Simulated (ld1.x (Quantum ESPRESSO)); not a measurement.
**Dy (Z = 66): one change to a PAW potential, before and after**

| Property | Result |
| --- | --- |
| Element | dysprosium |
| Generator | ld1.x (Quantum ESPRESSO) 7.5 |
| Type | PAW |
| Functional | LDA (PZ) |
| Relativity | scalar-relativistic |
| Frozen core | [Kr] 4d10 |
| Valence charge | 20 |
| Reference configuration | 4f9 5s2 5p6 5d0 6s0 6p0 (charge +3) |
| Partial waves | 5s (bound): rcut 1.60, rcutus 1.80 bohr; 6s (bound, empty): rcut 1.60, rcutus 1.80 bohr; 5p (bound): rcut 1.85, rcutus 2.05 bohr; 6p (bound, empty): rcut 1.85, rcutus 2.05 bohr; 5d (bound, empty): rcut 1.70, rcutus 1.85 bohr; 5d channel at 2.4 Ry: rcut 1.70, rcutus 1.85 bohr; 4f (bound): rcut 1.05, rcutus 1.30 bohr; 4f channel at 1.3 Ry: rcut 1.05, rcutus 1.30 bohr |
| Local potential | all-electron potential smoothed inside 1.55 bohr (lloc = -1) |
| Core correction | Bessel-smoothed model core, default radius (core density twice the valence density) |
| Augmentation charge | PSQ, inside the norm-conserving radii |

All-electron outer shells of the reference configuration (LDA (PZ), scalar-relativistic, ld1.x):

```json
{"shell": "4p", "level (eV)": "-323.95", "outermost node (bohr)": "0.28", "outermost maximum (bohr)": "0.51"}
{"shell": "4d", "level (eV)": "-185.61", "outermost node (bohr)": "0.26", "outermost maximum (bohr)": "0.53"}
{"shell": "5s", "level (eV)": "-78.57", "outermost node (bohr)": "0.63", "outermost maximum (bohr)": "1.14"}
{"shell": "5p", "level (eV)": "-53.87", "outermost node (bohr)": "0.67", "outermost maximum (bohr)": "1.30"}
{"shell": "4f", "level (eV)": "-35.03", "outermost node (bohr)": "–", "outermost maximum (bohr)": "0.53"}
{"shell": "5d", "level (eV)": "-25.07", "outermost node (bohr)": "0.75", "outermost maximum (bohr)": "1.75"}
{"shell": "6s", "level (eV)": "-23.09", "outermost node (bohr)": "1.50", "outermost maximum (bohr)": "2.75"}
{"shell": "6p", "level (eV)": "-17.28", "outermost node (bohr)": "1.75", "outermost maximum (bohr)": "3.27"}
```

Change: waves 5s (bound): rcut 1.54, rcutus 1.64 bohr; 6s (bound): rcut 1.54, rcutus 1.64 bohr.

Cutoffs: the cutoffs (Ry, on a coarse ladder) from which the occupation-weighted sum of valence levels, in a spherical-Bessel basis at the reference potential, stays within 10 and 1 mRy of its value at 400 Ry; they do not see the model core or the augmentation charge, which bear on the density cutoff. Errors are all-electron minus pseudo energies relative to the spin-unpolarised reference configuration.

What does the change do?

The potential gets neither clearly harder nor softer (110 Ry and 180 Ry → 110 Ry and 180 Ry); of the 9 tests that both files solve, the error grows in 5 and shrinks in 1 by more than 15 % and 0.3 meV (median size 23.2 → 37.1 meV); the range in which the s phases agree widens (upper end 2.0 → 3.6); neither file shows a bound ghost.

```csv
quantity,base,changed
"cutoff, loose",110 Ry,110 Ry
"cutoff, tight",180 Ry,180 Ry
bound ghosts,none,none
"error for 4f10 5s2 5p6 5d0 6s2 6p0, meV [ΔE -44.31 eV]",-13,-28
"error for 4f10 5s2 5p6 5d0 6s1 6p0, meV [ΔE -37.86 eV]",-23,-34
"error for 4f10 5s2 5p6 5d0 6s0 6p0, meV [ΔE -25.99 eV]",-42,-45
"error for 4f10 5s1 5p6 5d0 6s2 6p0, meV [ΔE 10.63 eV]",-69,-92
"error for 4f8 5s2 5p6 5d0 6s0 6p0, meV [ΔE 45.05 eV]",+105,+89
"error for 4f10 5s2 5p6 5d0.5 6s1.5 6p0, meV [ΔE -43.01 eV]",-16,-28
"error for 4f10 5s2 5p6 5d0 6s0 6p1, meV [ΔE -34.29 eV]",-40,-43
"error for 4f9 5s2 5p6 5d0 6s0 6p0 (spin-polarised), meV [ΔE -4.63 eV]",-11,-11
"error for 4f10 5s2 5p6 5d0 6s2 6p0 (spin-polarised), meV [ΔE -47.04 eV]",-21,-37
s: phases at 2.26 bohr within 0.05 rad from the reference energy up to (Ry; the scan ends near 5),2.0,3.6
p: phases at 2.26 bohr within 0.05 rad from the reference energy up to (Ry; the scan ends near 5),to the end of the scan,to the end of the scan
d: phases at 2.26 bohr within 0.05 rad from the reference energy up to (Ry; the scan ends near 5),to the end of the scan,to the end of the scan
f: phases at 2.26 bohr within 0.05 rad from the reference energy up to (Ry; the scan ends near 5),to the end of the scan,to the end of the scan
lowest overlap eigenvalue by channel,"s 0.22, p 0.08, d 0.71, f 0.86","s 0.27, p 0.08, d 0.71, f 0.86"
```
